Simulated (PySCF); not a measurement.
C3H6O3, charge +1, multiplicity 2. Atoms are numbered in the order given.

```xyz
12

C      2.4384     0.0000    -0.0351
O      1.0930     0.0000    -0.6486
C      0.0000     0.0000     0.0059
O      0.0000     0.0000     1.2863
O     -1.0930     0.0000    -0.6486
C     -2.4384     0.0000    -0.0351
H      2.5530     0.9114     0.5651
H      3.1155     0.0000    -0.8940
H      2.5530    -0.9114     0.5651
H     -3.1155     0.0000    -0.8940
H     -2.5530    -0.9114     0.5651
H     -2.5530     0.9114     0.5651
```
Charge +1, spin multiplicity 2.

Coordinates come from a B3LYP-D3(BJ)/def2-SVP optimisation. The multiplicity is an assumed one; no other spin state was optimised.

These are B3LYP-D3(BJ)/def2-SVP (PySCF 2.14.0) values and carry that method's errors.

Frequencies are harmonic and unscaled.

```
mode  ν (cm⁻¹)  IR (km/mol)  moving atoms (share of kinetic energy)
----  --------  -----------  --------------------------------------
1           93          0.0                          H 76 %, O 23 %
2           95          8.7                  H 51 %, C 29 %, O 19 %
3          119          3.8                  H 62 %, C 20 %, O 18 %
4          127          0.0                          O 56 %, H 38 %
5          164          8.9                  C 54 %, H 26 %, O 20 %
6          252         23.8                  O 58 %, C 26 %, H 16 %
7          434          3.4                          O 78 %, C 18 %
8          475          0.1                  C 62 %, O 27 %, H 11 %
9          738         36.9                          C 81 %, O 19 %
10         850        187.7                          C 58 %, O 38 %
11         868         21.9                          O 74 %, C 19 %
12        1135          3.8                  O 56 %, H 27 %, C 18 %
13        1146          0.0                          H 80 %, C 16 %
14        1151          1.5                          H 79 %, C 17 %
15        1182          6.1                          H 77 %, C 19 %
16        1203          0.0                  H 49 %, O 33 %, C 19 %
17        1390         20.2                  C 51 %, H 30 %, O 19 %
18        1403        246.2                          H 64 %, C 28 %
19        1447         14.0                                  H 96 %
20        1449         34.9                                  H 95 %
21        1460          0.0                                  H 96 %
22        1461         48.7                                  H 97 %
23        1484          5.6                  H 60 %, C 22 %, O 17 %
24        1536        335.2                  C 42 %, O 31 %, H 27 %
25        3078          0.1                                  H 98 %
26        3078          1.9                                  H 98 %
27        3200          1.3                          H 90 %, C 10 %
28        3200          0.0                          H 90 %, C 10 %
29        3231         12.2                          H 90 %, C 10 %
30        3231          2.3                          H 90 %, C 10 %
```
